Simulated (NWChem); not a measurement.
System: SiHOF, singlet; SMILES O[Si]F

Here is an NWChem input.

```
start job
memory heap 200 mb stack 700 mb global 900 mb
geometry units angstroms noautoz
  Si     0.621402     0.012452     0.000000
  F     -0.421107    -1.259105     0.000000
  O     -0.449328     1.276047     0.000000
  H     -1.397858     1.088559     0.000000
end
basis spherical
  * library def2-svpd
end
dft
  xc b3lyp
  iterations 150
  vectors input atomic output neutral.movecs
end
task dft energy
charge 1
dft
  odft
  mult 2
  vectors input atomic output cation.movecs
end
task dft energy
charge -1
dft
  odft
  mult 2
  vectors input atomic output anion.movecs
end
task dft energy
```

Low-valent species are run as closed-shell singlets; no triplet was tried in these runs. Structure relaxed at the PBE0/def2-SVP level. B3LYP is NWChem's, with the RPA form of VWN correlation.

Ions are spin-unrestricted doublets at the neutral geometry; other ion states weren't tried.

Task: Give the results of this calculation. (B3LYP/def2-SVPD, vertical spin-unrestricted ions.) Quantities: vertical ionisation energy, ΔSCF (eV); −ε(HOMO) (eV).

Result: 
- vertical ionisation energy, ΔSCF (eV): 10.64
- −ε(HOMO) (eV): 7.81
